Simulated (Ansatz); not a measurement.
A made-up structure of LiSi2H5O, closed shell:

```
atom    x (Å)    y (Å)    z (Å)
 Li1  -1.8731   1.4035  -2.4723
  O2  -0.9713   1.2250  -1.1350
 Si3  -0.0779   0.9831   0.1679
 Si4   0.5169  -1.2811   0.4209
  H5  -0.0275  -1.2517   1.7320
  H6  -0.7663   1.3825   1.4409
  H7   1.3541  -1.5226   1.6338
  H8  -0.6847  -2.1616   0.5393
  H9   1.2938  -1.7861  -0.7516
```

It is relaxed with PBE-D4/def2-SVP and then PBE0-D4/def2-TZVP (Ansatz 0.2.0). Atoms count as bonded within 1.22 times the sum of their covalent radii (H–H: 0.88 Å). The end point is not checked to be a true minimum.

Task: Does its bonding change? (A judgement: the text doesn't fix the answer.)

Result: By the calculation: Yes. Formed: Si3–H5; broken: Si4–H5.

Where it ends: The first stage lowers the energy by 4.43 eV in 17 steps. It ends as LiSi₂H₅O ([Li][O][SiH2][SiH3]):
```tsv
atom	x (Å)	y (Å)	z (Å)
Li1	-1.8297	1.2900	-2.2923
O2	-1.2059	0.9110	-0.8429
Si3	-0.5649	0.4850	0.5577
Si4	0.6752	-1.5092	0.3878
H5	-1.5881	0.2549	1.6320
H6	0.3701	1.5165	1.1196
H7	1.2789	-1.9244	1.6891
H8	-0.1685	-2.6491	-0.0836
H9	1.7969	-1.3835	-0.5917
```

Labels in which every atom is bracketed show which atoms are joined, not bond orders.

For scale, one of the runs: PBE0-D4/def2-TZVP relaxation, 149 basis functions, launched by `ansatz run in.yaml --threads 2 --pin off --events-out ev --progress --plain --max-ram 4352MiB`. Hardware: 2 CPU threads of an Arm Neoverse V1, shared host. Wall time about 29 s.
